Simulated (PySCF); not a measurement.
Hf⁺ (hafnium, charge +1) across methods

[Xe] 4f14 5d1 6s1 6p1, one real determinant (an excited configuration). Computed with PySCF 2.14 in aug-cc-pVDZ-PP with ECP60MDF, with scalar relativity through the core potential.

```tsv
method	E (hartree)	mean ε 6s α (eV)	mean ε 5d α (eV)	mean ε 6p α (eV)	Σ⟨r²⟩ (bohr²)	⟨S²⟩
MN15	-47.9807	-14.447	-14.353	-8.781	48.94	3.750
B97-3	-48.0484	-13.779	-13.856	-8.837	48.84	3.750
PBE0	-48.0335	-13.924	-13.992	-8.943	48.84	3.750
PBE	-48.0562	-13.072	-12.760	-8.271	48.80	3.750
TPSS	-48.0454	-12.994	-12.792	-8.305	48.84	3.750
PW91	-48.0823	-13.137	-12.818	-8.298	48.74	3.750
LDA	-47.8936	-13.274	-12.645	-8.228	48.87	3.750
UHF	-47.62330	-16.097	-17.015	-10.764	50.01	3.751
```

(1) Estimate the same row for r2SCAN.

⟨L²⟩ = 8.21 against 12 for a pure F term, so this real determinant mixes terms. Energies and moments cover only the electrons outside the core potential. Spin-orbit coupling, absent here, splits the open shell strongly.

Results:

(1) E (hartree) = -48.0634; mean ε 6s α (eV) = -13.250; mean ε 5d α (eV) = -13.107; mean ε 6p α (eV) = -8.375; Σ⟨r²⟩ (bohr²) = 48.88; ⟨S²⟩ = 3.751.
